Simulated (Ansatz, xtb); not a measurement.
Two isomers of C5H4Cl2

Structure I is `C=CC#CC(Cl)Cl`, a singlet and structure II is `ClC(Cl)=C1C=CC1`, a singlet. Both are isolated molecules in the gas phase, relaxed with PBE-D3(BJ)/def2-SVP.

Task: Estimate which is lower in electronic energy at CCSD(T)/def2-SVP + ΔMP2/def2-TZVPP, and by roughly how much.

Result: The CCSD(T)/def2-SVP + ΔMP2/def2-TZVPP calculation puts structure II lower, by 8.6 kcal/mol.

Level by level:

| level | geometry | E(II) − E(I) (kcal/mol) | departure from the last row (kcal/mol) | job, with rough time for the two |
| --- | --- | --- | --- | --- |
| PBE-D3(BJ)/def2-SVP | PBE-D3(BJ)/def2-SVP | −14.9 | −6.3 | optimisation, 1.8 min |
| HF/def2-SVP | PBE-D3(BJ)/def2-SVP | −5.2 | +3.4 | part of the CCSD(T) run |
| MP2/def2-SVP | PBE-D3(BJ)/def2-SVP | −8.7 | −0.1 | part of the CCSD(T) run |
| CCSD(T)/def2-SVP | PBE-D3(BJ)/def2-SVP | −9.4 | −0.8 | single point |
| CCSD(T)/def2-SVP + ΔMP2/def2-TZVPP | PBE-D3(BJ)/def2-SVP | −8.6 |  | single point, 74 s |

As drawn, II has 1 C=C, 1 C–C in place of 1 C≡C. Structure I has no ring, II a 4-membered ring.

The levels shown agree on the order. The largest departure from CCSD(T)/def2-SVP + ΔMP2/def2-TZVPP is that of PBE-D3(BJ)/def2-SVP, 6.3 kcal/mol. A small imaginary or near-zero mode remains, so no thermal terms are given. Levels run at GFN2-xTB geometries aren't shown. The last row adds to CCSD(T) the change of the MP2 difference between the two basis sets, here +0.8 kcal/mol.

The correlated steps freeze 15 core orbitals. Run with Ansatz 0.2.0, xtb 6.7.1; the last row on 2 threads of Intel(R) Xeon(R) Processor @ 2.70GHz on a shared host.
